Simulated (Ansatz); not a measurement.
Total energies of Li4H4 (relaxed from a model of (LiH)4 ring, whose bonding it doesn't keep) from Ansatz at r2SCAN-D4/def2-TZVP, gas phase (1 Eh = 27.2114 eV = 2625.5 kJ/mol). The reference geometry is relaxed at PBE0-D4/def2-TZVP.

Cartesian coordinates in Å:
```
Li -0.9057 -1.5806 1.0797
H 0.1479 -0.7818 2.1277
Li 1.0988 0.5515 1.7291
H 1.5242 1.6109 0.4898
Li 0.9125 1.5748 -1.0824
H -0.1461 0.7803 -2.1285
Li -1.1061 -0.5451 -1.7260
H -1.5256 -1.6099 -0.4894
```

| state | geometry | energy (Eh) |
| --- | --- | --- |
| charge 0 singlet | reference | -32.48257 |
| charge 1 doublet | reference | -32.18209 |
| free Li atom (doublet) | – | -7.47953 |
| free H atom (doublet) | – | -0.49993 |

Question: Work out the vertical ionisation energy to the doublet.

Answer: E(charge 1 doublet) − E(charge 0 singlet) = -32.18209 − (-32.48257) = 0.30048 Eh = 8.18 eV. For comparison, −ε of the highest occupied level is 5.72 eV at this level, 2.46 eV less.

Question: What is the binding energy per atom against free atoms?

Answer: Atoms: 4 × (-7.47953) + 4 × (-0.49993) = -31.91784 Eh. Binding: -31.91784 − (-32.48257) = 0.56473 Eh = 15.37 eV, or 1.92 eV for each of 8 atoms (no zero-point energy, no counterpoise term).
